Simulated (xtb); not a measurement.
C10H7N3, SMILES C1=CC2=NC=CC3=CC=NC(=C1)N32. All values are semi-empirical tight-binding results from xtb (GFN2-xTB unless named), good for trends rather than for accurate numbers. Coordinates come from a GFN2-xTB optimisation.

Optimised geometry:

Bonded distances (Å): C1–C2 1.380, C1–C12 1.380, C1–H14 1.079, C2–C3 1.398, C2–H15 1.076, C3–N4 1.335, C3–N13 1.388, N4–C5 1.320, C5–C6 1.378, C5–H16 1.082, C6–C7 1.405, C6–H17 1.076, C7–C8 1.405, C7–N13 1.376, C8–C9 1.378, C8–H18 1.076, C9–N10 1.320, C9–H19 1.082, N10–C11 1.335, C11–C12 1.398, C11–N13 1.388, C12–H20 1.076. Angles (°): C2–C1–C12 120.1, C2–C1–H14 120.0, C12–C1–H14 120.0, C1–C2–C3 120.5, C1–C2–H15 122.5, C3–C2–H15 117.0, C2–C3–N4 119.2, C2–C3–N13 118.8, N4–C3–N13 122.0, C3–N4–C5 118.9, N4–C5–C6 123.2, N4–C5–H16 115.4, C6–C5–H16 121.4, C5–C6–C7 118.4, C5–C6–H17 122.4, C7–C6–H17 119.2, C6–C7–C8 123.8, C6–C7–N13 118.1, C8–C7–N13 118.1, C7–C8–C9 118.4, C7–C8–H18 119.2, C9–C8–H18 122.4, C8–C9–N10 123.2, C8–C9–H19 121.4, N10–C9–H19 115.4, C9–N10–C11 118.9, N10–C11–C12 119.2, N10–C11–N13 122.0, C12–C11–N13 118.8, C1–C12–C11 120.5, C1–C12–H20 122.5, C11–C12–H20 117.0, C3–N13–C7 119.4, C3–N13–C11 121.2, C7–N13–C11 119.4.

```
Item                                               Value
-----------------------------------------  -------------
point group as xtb finds it                          C2v
orbital gap                                      1.66 eV
dipole moment                                     1.21 D
zero-point energy                          92.1 kcal/mol
G − E(el) at 298.15 K (modified RRHO)      71.2 kcal/mol
static polarisability (D4 model)             125.4 bohr³
solvation energy, GFN2-xTB/ALPB(water)     -5.1 kcal/mol
solvation energy, GFN2-xTB/ALPB(methanol)  -9.6 kcal/mol
```

Give the IR lines (harmonic; lines under 4 % of the strongest left out, lines within 3 cm⁻¹ merged). (The exact figures need the calculation; the answer reports its results.)

ν (cm⁻¹): 745 (w), 805 (w), 1088 (w), 1304 (w), 1346 (w), 1475 (m), 1578 (vs), 1602 (vs), 3062 (w) (against the strongest line: vs over 80 %, s over 45 %, m over 15 %, w over 4 %, vw less)

Computed atomic charges and the Wiberg bond orders between heavy atoms:
charges (e) C1 -0.01, C2 -0.07, C3 0.15, N4 -0.27, C5 0.08, C6 -0.09, C7 0.09, C8 -0.09, C9 0.08, N10 -0.27, C11 0.15, C12 -0.07, N13 0.01, H14 0.05, H15 0.06, H16 0.04, H17 0.04, H18 0.04, H19 0.04, H20 0.06. Bond orders C1–C2 1.44, C2–C3 1.31, C3–N4 1.31, N4–C5 1.42, C5–C6 1.44, C6–C7 1.29, C7–C8 1.29, C8–C9 1.44, C9–N10 1.42, N10–C11 1.31, C1–C12 1.44, C11–C12 1.31, C3–N13 1.13, C7–N13 1.18, C11–N13 1.13.
